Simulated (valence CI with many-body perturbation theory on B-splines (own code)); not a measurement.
## Level structure of Bi XLIV

Level of theory: valence CI with perturbative core correlation (CI+MBPT): four valence electrons over a frozen Dirac-Fock core [Kr], radial functions for each j: 9 s, 9 p, 10 d, 8 f, 5 g, 3 h, 1 i, with the one-electron correlation potential Σ1, the two-electron term Σ2, the three-electron term Σ3, Breit, model QED; selected CI, second order for the rest (own B-spline code, finite nucleus).

No measured spectrum was set against this ion. As an estimate, large intervals hold to a few tenths of a per cent, small ones and those within an open d or f shell to about a per cent. The list stops below the first excitations out of the core. Only levels of the ground parity were solved; by the run's estimate the other parity begins above the list, which can be wrong where configurations are misplaced.

Levels 1 to 34 of 34, with energies above the lowest level, (4d3/2^4) J=0. "Leading %" is the weight of the configuration and term that name the level; weights of strongly mixed levels are sums over their largest components and can fall short. In the jj column 3d3/2^4 stands for four electrons in 3d with j = 3/2. Lifetimes count E1, E2, E3, M1 and M2 decay at the calculated energies, and are blank where another channel may lead or the interval is too uncertain; long ones can be off by a factor of two.

| No. | Configuration | Term | J | E (cm⁻¹) | Leading % | Leading jj | Lifetime |
| --- | --- | --- | --- | --- | --- | --- | --- |
| 1 | 4d4 | 3P | 0 | 0 | 60 | 4d3/2^4 (99 %) |  |
| 2 | 4d4 | 5D | 1 | 237840 | 57 | 4d3/2^3 4d5/2 (99 %) | 3.02 μs |
| 3 | 4d4 | 3F | 4 | 285060 | 28 | 4d3/2^3 4d5/2 (99 %) |  |
| 4 | 4d4 | 5D | 2 | 293320 | 32 | 4d3/2^3 4d5/2 (95 %) | 369 μs |
| 5 | 4d4 | 3F | 3 | 305230 | 30 | 4d3/2^3 4d5/2 (96 %) | 11.8 ms |
| 6 | 4d4 | 5D | 0 | 508710 | 67 | 4d3/2^2 4d5/2^2 (98 %) | 1.24 μs |
| 7 | 4d4 | 5D | 2 | 510140 | 54 | 4d3/2^2 4d5/2^2 (96 %) | 1.73 μs |
| 8 | 4d4 | 3H | 4 | 521710 | 40 | 4d3/2^2 4d5/2^2 (98 %) | 2.98 μs |
| 9 | 4d4 | 5D | 3 | 526240 | 49 | 4d3/2^2 4d5/2^2 (95 %) | 3.01 μs |
| 10 | 4d4 | 3H | 5 | 543450 | 66 | 4d3/2^2 4d5/2^2 (100 %) | 5.95 μs |
| 11 | 4d4 | 1I | 6 | 556910 | 54 | 4d3/2^2 4d5/2^2 (99 %) | 14.8 ms |
| 12 | 4d4 | 3D | 1 | 558410 | 43 | 4d3/2^2 4d5/2^2 (97 %) | 3.04 μs |
| 13 | 4d4 | 3F | 3 | 570800 | 45 | 4d3/2^2 4d5/2^2 (98 %) | 4.46 μs |
| 14 | 4d4 | 3G | 4 | 574870 | 53 | 4d3/2^2 4d5/2^2 (99 %) | 14.3 μs |
| 15 | 4d4 | 3F | 2 | 579520 | 33 | 4d3/2^2 4d5/2^2 (98 %) | 9.68 μs |
| 16 | 4d4 | 3F | 2 | 625370 | 51 | 4d3/2^2 4d5/2^2 (98 %) | 2.39 μs |
| 17 | 4d4 | 3F | 4 | 642600 | 65 | 4d3/2^2 4d5/2^2 (98 %) |  |
| 18 | 4d4 | 1D | 2 | 687030 | 44 | 4d3/2^2 4d5/2^2 (95 %) | 36.8 μs |
| 19 | 4d4 | 3P | 0 | 745030 | 53 | 4d3/2^2 4d5/2^2 (88 %) | 6.71 μs |
| 20 | 4d4 | 5D | 4 | 793830 | 39 | 4d3/2 4d5/2^3 (97 %) | 1.39 μs |
| 21 | 4d4 | 3F | 3 | 797450 | 42 | 4d3/2 4d5/2^3 (98 %) | 1.24 μs |
| 22 | 4d4 | 3D | 1 | 815630 | 48 | 4d3/2 4d5/2^3 (98 %) | 999 ns |
| 23 | 4d4 | 3G | 5 | 822450 | 66 | 4d3/2 4d5/2^3 (100 %) | 2.51 μs |
| 24 | 4d4 | 3H | 6 | 826650 | 54 | 4d3/2 4d5/2^3 (99 %) | 2.98 μs |
| 25 | 4d4 | 3F | 2 | 850170 | 46 | 4d3/2 4d5/2^3 (97 %) | 1.56 μs |
| 26 | 4d4 | 3D | 3 | 857860 | 36 | 4d3/2 4d5/2^3 (99 %) | 2.10 μs |
| 27 | 4d4 | 1S | 0 | 884060 | 73 | 4d3/2 4d5/2^3 (86 %) | 2.71 μs |
| 28 | 4d4 | 3P | 1 | 908840 | 88 | 4d3/2 4d5/2^3 (99 %) | 1.75 μs |
| 29 | 4d4 | 3F | 3 | 910040 | 63 | 4d3/2 4d5/2^3 (100 %) | 2.48 μs |
| 30 | 4d4 | 1G | 4 | 914780 | 64 | 4d3/2 4d5/2^3 (98 %) | 2.18 μs |
| 31 | 4d4 | 1D | 2 | 926100 | 59 | 4d3/2 4d5/2^3 (92 %) | 2.42 μs |
| 32 | 4d4 | 3F | 4 | 1101700 | 46 | 4d5/2^4 (98 %) | 975 ns |
| 33 | 4d4 | 1D | 2 | 1136300 | 32 | 4d5/2^4 (96 %) | 951 ns |
| 34 | 4d4 | 3P | 0 | 1225900 | 54 | 4d5/2^4 (94 %) | 775 ns |

The ionisation energy to 4d3 4F_3/2 of the next ion comes out as 2191.4 eV (NIST: 2190 ± 4 eV (theoretical)). All 34 levels together are meant to be complete up to 1240400 cm⁻¹.
